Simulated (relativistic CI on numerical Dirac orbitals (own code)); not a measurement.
What each ingredient does to the levels of Sm³⁺

Base calculation: Dirac-Coulomb-Breit CI, KLI orbitals optimised for each configuration, model QED, valence Slater integrals scaled by 0.85, P86 correlation energy added to each configuration.

Configurations in the expansion (outside the closed core [Xe]): 4f⁵, 4f⁴5d, 4f⁴6s, 4f⁴6p, 4f⁴7s, 4f⁴7p, 4f³6s². Levels of other configurations are missing.

Variants: (1) valence Slater integrals scaled by 0.75; (2) no correlation estimate; (3) Breit term removed; (4) non-relativistic limit. Shifts of the energy above 4f⁵ ⁶H°5/2, in cm⁻¹, for the lowest level and the first level of each name with at least 55 % of one term (blank where a level changes its place among those of its configuration and J or its character, or is not in the variant):

```
      Level     Base     Δ(1)  Δ(2)     Δ(3)     Δ(4)
 4f⁵ ⁶H°5/2      0.0      0.0   0.0      0.0      0.0
 4f⁵ ⁶H°7/2   1024.0    +28.9   0.0   +135.5  -1024.0
 4f⁵ ⁶H°9/2   2219.1    +42.8   0.0   +291.0  -2219.1
4f⁵ ⁶H°11/2   3532.3    +36.1   0.0   +458.4  -3532.3
4f⁵ ⁶H°13/2   4921.8     +7.3   0.0   +632.9  -4921.8
4f⁵ ⁶H°15/2   6351.9    -45.2   0.0   +810.0  -6351.9
 4f⁵ ⁶F°1/2   6800.4   -605.9  -0.3   +125.7  -1078.6
 4f⁵ ⁶F°3/2   7033.2   -634.9  -0.3   +136.6  -1311.4
 4f⁵ ⁶F°5/2   7521.4   -663.6  -0.3   +178.4  -1799.6
 4f⁵ ⁶F°7/2   8390.0   -650.6  -0.3   +287.6  -2668.2
 4f⁵ ⁶F°9/2   9582.7   -634.6  -0.3   +441.4  -3860.9
4f⁵ ⁶F°11/2  10993.8   -638.8  -0.2   +614.8  -5272.0
 4f⁵ ⁴F°3/2  18030.8  -2020.6  -1.3    +48.2  +1195.2
4f⁵ ⁴M°15/2  18849.5  -2207.1  -0.2   +320.6         
 4f⁵ ⁴G°7/2  19507.1  -2079.2  -1.1   +181.4         
 4f⁵ ⁴I°9/2  19698.2  -2087.8  -0.5   +262.1   -686.5
4f⁵ ⁴I°11/2  20160.6  -2153.1  -0.5   +311.8  -1148.8
4f⁵ ⁴M°17/2  20557.5  -2133.9  -0.2   +594.8  -1232.2
4f⁵ ⁴M°19/2  22027.5  -2126.0  -0.1   +841.6  -2702.2
 4f⁵ ⁴G°9/2  22143.0  -2138.2  -1.1   +414.7         
4f⁵ ⁴M°21/2  23232.8  -2167.4  -0.1  +1053.0  -3907.5
4f⁵ ⁴L°13/2  23697.2  -2374.7  -0.3   +488.0
```

Correlation outside the listed configurations is missing or only estimated: errors of thousands of cm⁻¹ between configurations and terms are usual at this charge. Rates and lifetimes follow the computed energies and can be off by large factors. The fine structure of a lone outer electron comes out too small, for d and f at times inverted, and misplaced configurations move strength between like terms.

Ionisation energy from the two ground configurations alone: base 40.48 eV; valence Slater integrals scaled by 0.75 40.4 eV; no correlation estimate 38.94 eV; Breit term removed 40.36 eV. The NIST ASD value (semi-empirical) is 41.64 eV. The gap of more than 2 % comes from missing correlation, or from a tabulated value that is itself an estimate.

LS names give the leading component of a level, which can be under half, so a name can repeat, a term be missing and a line seem to break the LS rules.
